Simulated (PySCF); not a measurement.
A GIAO shielding run with PySCF (density fitting, non-relativistic, gas phase) on `CCO[Si@H]1C=CC=C1F`, C6H9FOSi:

```
$ OMP_NUM_THREADS=1 python probes_run.py task.json out

{"job": {"kind": "nmr", "xc": "HF", "basis": "pcSseg-1", "pop": false}, "charge": 0, "multiplicity": 1}
C      3.209515     0.420730     0.244245
C      2.007758    -0.322472    -0.286933
O      0.877628    -0.003241     0.495061
Si    -0.618839    -0.693497     0.317800
C     -1.917112     0.059240     1.414001
C     -2.886679     0.540287     0.605612
C     -2.716702     0.424076    -0.861524
C     -1.572046    -0.167973    -1.241292
F     -1.232179    -0.369672    -2.512095
H      4.105485     0.187138    -0.350654
H      3.036765     1.506396     0.205462
H      3.401459     0.142583     1.291149
H      1.825690    -0.049813    -1.343721
H      2.192375    -1.414410    -0.265026
H     -0.497172    -2.183032     0.380368
H     -1.981424     0.119976     2.501296
H     -3.795106     1.019059     0.988856
H     -3.471131     0.797272    -1.559680
```

Hardware: 1 thread of an Arm Neoverse V2, shared host. The job also computes ring-centre shieldings.

Q: How large is the calculation?

A: 76 electrons, 205 basis functions and 1083 auxiliary functions.

Q: How long does it take, and how much memory does it need?

A: 26 s of wall time, with 12 SCF cycles and 8 response iterations; peak memory 1 GiB. Times on a shared host scatter by some tens of per cent.

Q: And these other runs on the same molecule and hardware: GIAO shielding at PBE0/pcSseg-1?

A: PBE0/pcSseg-1: 205 functions, 58 s.
